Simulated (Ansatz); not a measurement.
Diatomic RuSe, multiplicity 7 (lowest of 2S+1 = 1, 3, 5, 7 at CCSD(T)/def2-TZVPP on PBE0 minima; our sources give no spin for the ground state, which may be another). No spin–orbit coupling. Se is treated without relativity.

Constants: fifth-degree fit in 1/R to seven points, most abundant isotopes. Runs in def2 and cc sets follow the lowest solution found near the PBE0 minimum.

Run with Ansatz (Gaussian basis) for Hartree–Fock, density functionals and correlated methods. Values without a source in brackets are computed. In def2 rows elements past Kr take small-core potentials, without spin–orbit coupling.

Energies at CAM-B3LYP/def2-TZVPP:

| R (Å) | E (hartree) |
|---|---|
| 2.154818 | -2496.42538108 |
| 2.212744 | -2496.43118002 |
| 2.266035 | -2496.43398387 |
| 2.326277 | -2496.43488476 |
| 2.386519 | -2496.43395365 |
| 2.456029 | -2496.43123078 |
| 2.537125 | -2496.42656130 |

Problem. With a reduced mass of 44.7905 u, find the minimum, the force constant and the constants.

Solution. A fifth-degree polynomial in 1/R puts the minimum at r_e = 2.3228 Å with force constant 223 N/m. Then ω_e = (1/2πc)√(k/μ) = 291 cm⁻¹ and B_e = h/(8π²cμr_e²) = 0.06975 cm⁻¹; the cubic and quartic terms give α_e = 0.00028 and ω_e x_e = 1.0 cm⁻¹.

Ansatz is an electronic-structure program.
